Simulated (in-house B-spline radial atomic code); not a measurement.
Results of a calculation; reference values are marked as such.
## Making a Troullier-Martins p channel for Sn, r_c = 0.91 bohr

Sn, [Kr] 4d10 5s2 5p2, non-relativistic PBE, spherical and spin-unpolarised, from a B-spline radial code for spherical atoms (atomic units). The all-electron 4p level is ε = -3.217503 hartree, its outermost node lies just inside 0.42 bohr and its outer maximum at 0.80 bohr.

Inside r_c the pseudo-orbital is u(r) = r^2 exp(p(r)), with p = c0 + c2 r² + c4 r⁴ + … + c12 r¹². The seven coefficients follow from p and its first four derivatives at r_c, from zero curvature of the screened potential at the origin, c4 = −c2²/(2l + 5), and from the norm inside r_c. At r_c the all-electron orbital has P = 1.161974, P' = -0.8756884, the screened potential V = -6.790924, V' = 17.89903, V'' = -60.97774, and the norm inside is Q = 0.5494893.

Q: What are p, p' and p'' at r_c?

A: p = ln(P/r_c^2) = ln(1.161974/0.8281) = 0.33874. p' = P'/P − 2/r_c = -0.75362 − 2.19780 = -2.95142. The radial equation gives p'' = 2(V − ε) − 2(2) p'/r_c − p'² = -7.14684 − (-12.97329) − 8.71090 = -2.88445. Differentiating, p''' = 2V' + 2(2)p'/r_c² − 2(2)p''/r_c − 2p'p'' = 17.194, and p'''' = 2V'' − 4(2)p'/r_c³ + 4(2)p''/r_c² − 2(2)p'''/r_c − 2p''² − 2p'p''' = -109.21.

For a trial c2 the five matching conditions are linear in c0, c6, c8, c10 and c12, and c2 is varied until the norm inside r_c equals Q. The root nearest zero gives:

```csv
n,c_n
0,1.064586
2,0.3959893
4,-0.02240107
6,-7.763089
8,12.55116
10,-8.139073
12,1.976241
```

Q: Check c4 and p(r_c), and find the screened pseudopotential at the origin.

A: −c2²/7 = -0.0224011, as listed. The terms c_n r_c^n are 1.06459, 0.32792, -0.01536, -4.40842, 5.90222, -3.16949, 0.63729, which sum to 0.33874. Inverting the radial equation, V_l(r) = ε + 2 p'/r + (p'' + p'²)/2, so V_l(0) = ε + (2l + 3) c2 = -3.217503 + 5 × (0.395989) = -1.2376 hartree, finite where the all-electron potential diverges.

Orbitals and screened potentials:

| r (bohr) | P | u | V all-electron | V pseudo |
| --- | --- | --- | --- | --- |
| 0.091 | 0.3544 | 0.02409 | -375.2 | -1.252 |
| 0.228 | -0.6395 | 0.1537 | -98.22 | -1.735 |
| 0.364 | -0.2911 | 0.3989 | -44.37 | -3.828 |
| 0.501 | 0.5082 | 0.7406 | -24.33 | -7.615 |
| 0.637 | 1.032 | 1.062 | -15.08 | -10.43 |
| 0.774 | 1.212 | 1.212 | -9.903 | -9.558 |
| 0.91 | 1.162 | 1.162 | -6.791 | -6.791 |

Logarithmic derivatives P'/P at R = 1.21 bohr, for energies E around ε:

```json
{"E − ε (hartree)": "-0.5", "all-electron": "-0.591558", "pseudo": "-0.592865"}
{"E − ε (hartree)": "-0.25", "all-electron": "-1.08814", "pseudo": "-1.08858"}
{"E − ε (hartree)": "-0.1", "all-electron": "-1.4389", "pseudo": "-1.43901"}
{"E − ε (hartree)": "0", "all-electron": "-1.70058", "pseudo": "-1.7006"}
{"E − ε (hartree)": "0.1", "all-electron": "-1.98889", "pseudo": "-1.98902"}
{"E − ε (hartree)": "0.25", "all-electron": "-2.48202", "pseudo": "-2.48283"}
{"E − ε (hartree)": "0.5", "all-electron": "-3.52425", "pseudo": "-3.52885"}
```

Q: With P(R) = 0.7841616 and a norm of 0.8433118 inside R, what slope in energy does norm conservation fix?

A: d(P'/P)/dE = −2 × (norm inside R)/P(R)² = -2.7429 per hartree·bohr at E = ε, for both atoms, since orbital and norm agree at R. Differences over ±0.1 hartree give -2.7499 (all-electron) and -2.7501 (pseudo), which also hold third-order terms. Half a hartree below ε the two curves differ by -0.0013.
